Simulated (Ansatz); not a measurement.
Computed with Ansatz on PBE0-D4/def2-TZVP structures; ΔE is electronic, products minus reactants. CCSD(T)/CBS is the MP2 limit (def2-TZVPP, def2-QZVPP) plus CCSD(T) − MP2 in def2-TZVPP, frozen cores. This one scheme is used for every species. DFT in def2-TZVPP. B3LYP here is the variant with VWN-RPA as its local correlation; programs differ in this. Each species was taken in one conformer, which may not be the lowest.

Reaction (formal hydrolysis of the Si–C bond): `C#C[SiH](C)OC` + H₂O → `CO[SiH](C)O` + acetylene

```
             level  ΔE (kJ/mol)
            PBE-D4        -56.6
          B3LYP-D4        -64.9
               PBE        -59.5
            r2SCAN        -66.0
    MP2/def2-TZVPP        -61.1
SCS-MP2/def2-TZVPP        -63.7
     HF/def2-QZVPP        -77.3
      HF/CBS(def2)        -77.4
```

Task: What does CCSD(T)/CBS give? (Estimate.)

Result: The calculation gave: -62.5 kJ/mol. The listed levels differ from it by 5.9, -2.4, 3.0, -3.5, 1.4, -1.2, -14.8, -14.9 kJ/mol.

Largest T1 diagnostic among the species: 0.013.

In def2-TZVPP, CCSD(T) changes the Hartree–Fock value by +13.1 kJ/mol (the triples alone add +2.7 kJ/mol) and MP2 by +15.8 kJ/mol. The D4 term adds +4.6 kJ/mol with B3LYP and +2.8 kJ/mol with PBE0; it sums over pairs of atoms, weighted by their polarisabilities, and B3LYP, whose exchange is more repulsive, gets the larger term.
